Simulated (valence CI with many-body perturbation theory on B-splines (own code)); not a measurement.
The numbers below are computed, except where a source is named.
Hyperfine factors and g values of Nd53+

Level of theory: configuration interaction combined with many-body perturbation theory (CI+MBPT): five valence electrons over a frozen Dirac-Fock core [He], radial functions for each j: 11 s, 11 p, 10 d, 8 f, 5 g, 2 h, with the one-electron correlation potential Σ1 (screened to all orders), the two-electron term Σ2, the three-electron term Σ3, Breit, model QED; selected single and double excitations, second order for the rest, scaled by the run's own slope (own B-spline code, finite nucleus).

No measured spectrum was set against this ion. As an estimate, large intervals hold to a few tenths of a per cent, small ones and those within an open d or f shell to about a per cent. Among the levels kept, up to 7300 cm⁻¹ of a level comes from second order outside the variational space, and about a tenth of that is noise between levels of different J, which matters for small intervals.

A/g_I is the dipole constant over the nuclear g factor μ/I (μ in nuclear magnetons, uniformly magnetised nucleus), B/Q the quadrupole constant per barn. Both hold the static response of the core; the bare values leave it out. Large factors of s and p1/2 electrons are usually good to 5 to 10 %; those of open d and f shells near neutrality can be off by tens of per cent, and small factors of p3/2, d and f electrons come from cancelling terms and can be off by a factor of two or in sign, in half-filled shells by more. B is blank for J = 1/2, where it vanishes, and for nearly pure S terms. Energies count from the lowest level.

Levels are named by their leading jj configuration (3d3/2^4 stands for four electrons in 3d with j = 3/2), which in mixed levels can hold well under half, so a name can repeat and another be missing. Letters in brackets count levels of one name in rising energy.

```
                             Level  E (eV)      g  A/g_I (MHz)  A/g_I bare  B/Q (MHz/b)  B/Q bare
        (2s^2 2p1/2^2 2p3/2) J=3/2     0.0  1.341       407000      418000       767000    768000
        (2s^2 2p1/2 2p3/2^2) J=3/2   524.9  1.441       -94300      -78700        75800     75900
        (2s^2 2p1/2 2p3/2^2) J=5/2   546.3  1.176       940000      945000        -3010     -3020
        (2s^2 2p1/2 2p3/2^2) J=1/2   583.4  0.634      3020000     3000000                       
        (2s 2p1/2^2 2p3/2^2) J=5/2   777.7  1.468      2180000     2170000       171000    171000
        (2s 2p1/2^2 2p3/2^2) J=1/2   857.2  2.055      9210000     9100000                       
        (2s 2p1/2^2 2p3/2^2) J=3/2   858.7  1.188     -1340000    -1300000      -152000   -152000
              (2s^2 2p3/2^3) J=3/2  1109.6  1.287       431000      441000      -845000   -847000
      (2s 2p1/2 2p3/2^3) J=3/2 [a]  1324.4  1.574      2190000     2170000      -629000   -630000
          (2s 2p1/2 2p3/2^3) J=5/2  1360.1  1.284      2730000     2710000      -979000   -981000
          (2s 2p1/2 2p3/2^3) J=1/2  1404.6  1.389     -3260000    -3190000                       
      (2s 2p1/2 2p3/2^3) J=3/2 [b]  1415.0  1.037       135000      156000      -192000   -193000
           (2p1/2^2 2p3/2^3) J=3/2  1694.3  1.311       398000      418000      -802000   -804000
                (2s 2p3/2^4) J=1/2  1946.5  1.817      9290000     9170000                       
             (2p1/2 2p3/2^4) J=1/2  2242.8  0.635      3020000     3000000                       
           (2s^2 2p1/2^2 3s) J=1/2  5715.9  2.007      2640000     2620000                       
        (2s^2 2p1/2^2 3p1/2) J=1/2  5792.4  0.653       873000      868000                       
        (2s^2 2p1/2^2 3p3/2) J=3/2  5961.4  1.328       119000      123000       222000    223000
        (2s^2 2p1/2^2 3d3/2) J=3/2  6033.2  0.785        69600       69500        36800     37200
        (2s^2 2p1/2^2 3d5/2) J=5/2  6085.9  1.194        25600       25700        29200     29700
   (2s^2 2p1/2 2p3/2 3s) J=3/2 [a]  6249.3  1.664       642000      647000       510000    511000
       (2s^2 2p1/2 2p3/2 3s) J=1/2  6257.3  1.299     -1180000    -1150000                       
       (2s^2 2p1/2 2p3/2 3s) J=5/2  6267.3  1.324      1390000     1390000       728000    729000
   (2s^2 2p1/2 2p3/2 3s) J=3/2 [b]  6272.4  0.972       852000      860000       441000    442000
    (2s^2 2p1/2 2p3/2 3p1/2) J=1/2  6325.1  1.727      -594000     -570000                       
(2s^2 2p1/2 2p3/2 3p1/2) J=3/2 [a]  6331.0  1.138       635000      641000       153000    153000
    (2s^2 2p1/2 2p3/2 3p1/2) J=5/2  6343.7  1.064      1040000     1040000       720000    722000
(2s^2 2p1/2 2p3/2 3p1/2) J=3/2 [b]  6372.8  1.326       624000      634000       760000    761000
       (2s 2p1/2^2 2p3/2 3s) J=5/2  6460.9  1.571      1960000     1950000       820000    821000
   (2s 2p1/2^2 2p3/2 3s) J=3/2 [a]  6485.7  1.447      2480000     2470000       344000    344000
(2s^2 2p1/2 2p3/2 3p3/2) J=1/2 [a]  6488.5  1.587      -806000     -790000                       
(2s^2 2p1/2 2p3/2 3p3/2) J=5/2 [a]  6494.3  1.455       538000      541000       712000    713000
(2s^2 2p1/2 2p3/2 3p3/2) J=3/2 [a]  6496.0  1.164       901000      902000      -503000   -504000
    (2s^2 2p1/2 2p3/2 3p3/2) J=7/2  6503.0  1.230       665000      669000       963000    965000
(2s^2 2p1/2 2p3/2 3p3/2) J=3/2 [b]  6518.2  1.403       341000      350000       280000    280000
(2s^2 2p1/2 2p3/2 3p3/2) J=5/2 [b]  6525.5  1.198       838000      840000       130000    130000
(2s^2 2p1/2 2p3/2 3p3/2) J=1/2 [b]  6531.3  0.683       765000      776000                       
(2s 2p1/2^2 2p3/2 3p1/2) J=3/2 [a]  6551.5  1.690      2900000     2880000       499000    500000
    (2s 2p1/2^2 2p3/2 3p1/2) J=5/2  6552.0  1.356      2120000     2110000       734000    736000
   (2s 2p1/2^2 2p3/2 3s) J=3/2 [b]  6553.7  1.380      -496000     -472000       530000    531000
```

**Question.** Take the isotope of mass number 143, with I = 7/2, μ = -1.065 μN and Q = -0.61 b. What is the hyperfine structure of (2s^2 2p3/2^3) J=3/2?

**Answer.** From the table A = -131000 MHz, B = 515000 MHz. Shifts from the centre of gravity in MHz: F = 2: 1160000, F = 3: 399000, F = 4: -272000, F = 5: -559000.
